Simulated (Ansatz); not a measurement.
`[CH]1=N[CH2][AlH]1`, relaxed with RKS PBE-D4/def2-SVP in Ansatz from a rough embedded geometry. The force threshold is 0.03 eV/Å; the program also tests the step.

Charge 0, multiplicity 1.

Start:

```xyz
8

C     0.428    1.021   -0.568
N    -0.251    0.233   -1.344
C    -0.482   -0.699   -0.294
Al    0.302    0.011    1.080
H     0.932    2.021   -0.813
H    -0.063   -1.711   -0.572
H    -1.612   -0.837   -0.101
H     0.746   -0.038    2.612
```

Q: By how much does the energy fall, and how many steps does the optimiser take? (Estimate.)

A: Computed: 185.10 kJ/mol, in 17 steps.

Q: Which bonds change most? (An estimate is asked.)

A: Ansatz gave: C3–Al4 from 1.734 to 2.006 Å; N2–C3 from 1.424 to 1.477 Å; C3–H7 from 1.154 to 1.109 Å; C1–H5 from 1.147 to 1.109 Å.

Q: Give the relaxed structure. (Best estimate.)

A: Computed: 
```xyz
8

C     0.397    1.215   -0.427
N     0.096    0.152   -1.108
C    -0.585   -0.874   -0.293
Al    0.166    0.184    1.237
H     0.824    2.091   -0.958
H    -0.267   -1.904   -0.558
H    -1.679   -0.805   -0.460
H     1.049   -0.059    2.567
```
